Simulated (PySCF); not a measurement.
Electronic structure of Ge²⁺ (germanium, charge +2) at the MN15 level

Configuration: [Ar] 3d10 4s2, closed-shell 1S. All numbers are calculated (PySCF 2.14, scalar relativity by spin-free X2C-1e, in x2c-SVPall (5s4p3d, 32 functions)).

| Item | Value |
| --- | --- |
| Total energy | -2098.747 hartree |
| One-electron energy | -2896.951 hartree |
| Hartree (Coulomb) energy | 879.044 hartree |
| Exchange-correlation energy | -80.840 hartree |
| ⟨S²⟩ | 0.0000 |
| ⟨L²⟩ | 0.000 |
| Sum of ⟨r⟩ | 18.03 bohr |
| Sum of ⟨r²⟩ | 19.94 bohr² |
| Langevin diamagnetic susceptibility | -15.8 ×10⁻⁶ cm³/mol |
| Time after the integrals | 0.27 s of wall time on 1 thread of INTEL(R) XEON(R) PLATINUM 8581C CPU @ 2.30GHz (shared host) |

| shell | electrons | mean orbital energy (hartree) | rms radius, mean of both spins (bohr) |
| --- | --- | --- | --- |
| 1s | 2 | -403.00969 | 0.0542 |
| 2s | 2 | -50.71059 | 0.229 |
| 2p | 6 | -44.96921 | 0.203 |
| 3s | 2 | -6.88955 | 0.677 |
| 3p | 6 | -5.12248 | 0.705 |
| 3d | 10 | -1.99693 | 0.823 |
| 4s | 2 | -1.13800 | 2.11 |

Densities and radii are taken from the X2C orbitals without a picture-change correction, which distorts them close to the nucleus.
